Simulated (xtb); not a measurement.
Cu(Cl)(OH2) (ClCuH₂O), SMILES [Cl][Cu]<-[OH2], multiplicity 1. All values are semi-empirical tight-binding results from xtb (GFN2-xTB unless named), good for trends rather than for accurate numbers. Geometry optimised at GFN2-xTB. The spin state was assumed, not searched.

For metal compounds this method's bond lengths and energies can be far off.

The point group as xtb finds it is Cs and the orbital gap comes out as 7.56 eV. The zero-point energy is 14.8 kcal/mol and the G − E(el) at 298.15 K (modified RRHO) comes out as -3.0 kcal/mol.
